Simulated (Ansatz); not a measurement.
Consider the formal hydrolysis of a Ge–C bond: `[CH3][GeH2][NH][SiH3]` + H₂O → `[OH][GeH2][NH][SiH3]` + CH₄.

Calculated with Ansatz (gas phase, PBE0-D4/def2-TZVP geometries, no zero-point term in ΔE). CBS: MP2 limit from def2 TZ/QZ plus the TZ coupled-cluster correction, frozen cores. This one scheme is used for every species. DFT in def2-TZVPP. B3LYP here is the variant with VWN-RPA as its local correlation; programs differ in this. For Ge outer-core shells are correlated without core-valence functions, which leaves a few kJ/mol of doubt a bond. Scalar relativity is left out up to krypton. Each species was taken in one conformer, which may not be the lowest.

```
             level  ΔE (kJ/mol)
            PBE-D4        -53.1
         r2SCAN-D4        -59.7
          B3LYP-D4        -58.9
               PBE        -56.1
SCS-MP2/def2-TZVPP        -59.5
    MP2/def2-QZVPP        -52.9
      HF/CBS(def2)        -69.5
     MP2/CBS(def2)        -51.4
```

(1) What does CCSD(T)/CBS give? (Estimate.)

Largest T1 diagnostic among the species: 0.012.

## Answers

(1) Ansatz gave: -51.4 kJ/mol. The listed levels differ from it by -1.7, -8.3, -7.5, -4.7, -8.1, -1.5, -18.1, 0.0 kJ/mol.

The D4 term adds +4.6 kJ/mol with B3LYP and +2.7 kJ/mol with PBE0; it sums over pairs of atoms, weighted by their polarisabilities, and B3LYP, whose exchange is more repulsive, gets the larger term. In def2-TZVPP, CCSD(T) changes the Hartree–Fock value by +14.3 kJ/mol (the triples alone add +0.3 kJ/mol) and MP2 by +14.3 kJ/mol.

CCSD(T)/CBS has its own doubt, a few kJ/mol and more with outer-core shells, so smaller differences from it don't rank the levels.
